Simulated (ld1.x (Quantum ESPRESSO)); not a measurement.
## Before and after: RRKJ potential for antimony (Sb)

- Element: Sb
- Generator: ld1.x (Quantum ESPRESSO) 7.5
- Type: norm-conserving RRKJ (Kleinman–Bylander form)
- Functional: PBEsol
- Relativity: scalar-relativistic
- Frozen core: [Kr]
- Valence charge: 15
- Reference configuration: 4d10 5s2 5p3
- Partial waves: 5p (bound): rc 1.85 bohr; 4d (bound): rc 1.65 bohr; 5s (bound): rc 1.75 bohr
- Local potential: the s channel
- Core correction: a·sin(br)/r model core inside 1.50 bohr
- rho0: 0.001

All-electron outer shells of the reference configuration (PBEsol, scalar-relativistic, ld1.x):

```tsv
shell	level (eV)	outermost node (bohr)	outermost maximum (bohr)
4s	-148.62	0.39	0.73
4p	-101.63	0.39	0.76
4d	-33.45	0.38	0.84
5s	-12.88	0.95	1.90
5p	-4.84	1.04	2.35
```

Change: all radii but the core radius scaled by about 0.86 (s 1.50, p 1.58, d 1.42 bohr).

Cutoffs: the cutoffs (Ry, on a coarse ladder) from which the occupation-weighted sum of valence levels, in a spherical-Bessel basis at the reference potential, stays within 10 and 1 mRy of its value at 400 Ry; they do not see the model core or the augmentation charge, which bear on the density cutoff. Errors are all-electron minus pseudo energies relative to the spin-unpolarised reference configuration.

Q: How do hardness, ghosts and transferability respond?

A: The potential gets harder (70 Ry and 90 Ry → 90 Ry and 120 Ry); a bound ghost appears in p, which as a rule spoils a file; of the 7 tests that both files solve, the error grows in 2 and shrinks in 2 by more than 15 % and 0.3 meV (median size 1.6 → 2.1 meV). A smaller radius makes the pseudo-wave follow the all-electron one further in, where it bends more sharply, so more plane waves are needed.

| quantity | base | changed |
| --- | --- | --- |
| cutoff, loose | 70 Ry | 90 Ry |
| cutoff, tight | 90 Ry | 120 Ry |
| loose cutoff by channel (10 mRy a level) | p 8 Ry, d 55 Ry, s 18 Ry | p 40 Ry, d 70 Ry, s 35 Ry |
| bound ghosts | none | p |
| error for 4d10 5s2 5p2, meV [ΔE 8.34 eV] | -0.8 | -0.7 |
| error for 4d10 5s2 5p1, meV [ΔE 24.36 eV] | -1.6 | +2.1 |
| error for 4d10 5s2 5p0, meV [ΔE 48.80 eV] | -8.8 | +13 |
| error for 4d10 5s2 5p2.5, meV [ΔE 3.27 eV] | -0.5 | -0.5 |
| error for 4d9 5s2 5p3, meV [ΔE 40.68 eV] | -212 | -111 |
| error for 4d10 5s1 5p0, meV [ΔE 93.13 eV] | -26 | +9.9 |
| error for 4d10 5s2 5p3.3, meV [ΔE -1.16 eV] | +0.4 | +0.3 |

 A true bound ghost makes a file unfit for plane-wave use even where its test errors are small: the radial tests pick states by their node count and pass the ghost by.
